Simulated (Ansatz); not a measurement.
ClH4NOSi (`N[SiH](O)Cl`), relaxed with RKS PBE0-D4/def2-TZVP in Ansatz from a PBE-D4/def2-SVP geometry. The force threshold is 0.005 eV/Å; the program also tests the step.

Charge 0, multiplicity 1.

Start:

```xyz
8

N     0.113    0.527    1.091
Si    0.129   -0.458   -0.330
O    -1.243   -0.191   -1.240
Cl    1.885    0.105   -1.312
H     1.002    0.848    1.480
H    -0.578    0.358    1.826
H     0.155   -1.943   -0.176
H    -1.463    0.753   -1.340
```

How much energy does the relaxation release, and in how many steps? (Best estimate.)

The calculation gave: 6.05 kJ/mol, in 7 steps.

Which bonds change most? (An estimate is asked.)

The calculation gave: Si2–O3 from 1.668 to 1.631 Å; Si2–Cl4 from 2.089 to 2.058 Å; N1–Si2 from 1.728 to 1.700 Å; Si2–H7 from 1.493 to 1.474 Å.

Give the relaxed structure. (An estimate is asked.)

Computed: 
```xyz
8

N     0.133    0.484    1.097
Si    0.128   -0.449   -0.323
O    -1.220   -0.180   -1.201
Cl    1.842    0.113   -1.314
H     0.996    0.827    1.485
H    -0.587    0.384    1.794
H     0.162   -1.916   -0.173
H    -1.453    0.737   -1.365
```
